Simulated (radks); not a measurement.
All-electron atom: Gd+ in [Xe] 4f7 5d1 6s1. Calculated with a radial shooting solver on a logarithmic mesh with Libxc functionals: Dirac Kohn-Sham, PBE, spin-unpolarised, spherical densities, point nucleus; open shells fill j = l - 1/2 first.

Normalised radial functions P(r) = r R(r) (large component), r in bohr:

```
   r/bohr * 6p1/2 (the largest magnitude, 0.532, reaches the edge; | marks zero)
 0.001997                             *
 0.002343                             *
 0.002728                             *
 0.003201                             *
 0.003727                             *
 0.004373                             *
 0.005091                             *
 0.005974                             *
 0.006955                             |*
 0.008162                             |*
 0.009502                             |*
  0.01115                             |*
  0.01298                             |*
  0.01523                             | *
  0.01773                             | *
  0.02081                             | *
  0.02423                             |  *
  0.02843                             |  *
   0.0331                             |  *
  0.03884                             |  *
  0.04522                             |  *
  0.05306                             |  *
  0.06177                             |  *
  0.07249                             | *
  0.08439                             |*
  0.09904                            *|
   0.1153                          *  |
   0.1353                         *   |
   0.1575                        *    |
   0.1848                        *    |
   0.2152                          *  |
   0.2525                            *|
    0.294                             | *
    0.345                             |    *
   0.4016                             |      *
   0.4713                             |      *
   0.5487                             |    *
   0.6439                             |*
   0.7496                         *   |
   0.8796                    *        |
    1.024                 *           |
    1.202                 *           |
    1.399                   *         |
    1.642                        *    |
    1.911                             | *
    2.243                             |         *
    2.611                             |                *
    3.064                             |                      *
    3.567                             |                          *
    4.186                             |                          *
    4.873                             |                        *
    5.719                             |                   *
    6.657                             |              *
    7.813                             |        *
    9.095                             |    *
    10.67                             | *
    12.43                             |*
    14.58                             *
```

6p1/2 (empty): eigenvalue -5.991 eV, 4 radial nodes at r = 0.0899, 0.267, 0.662, 1.82 bohr, <r> = 4.53 bohr, 90 % of the charge inside 6.62 bohr.
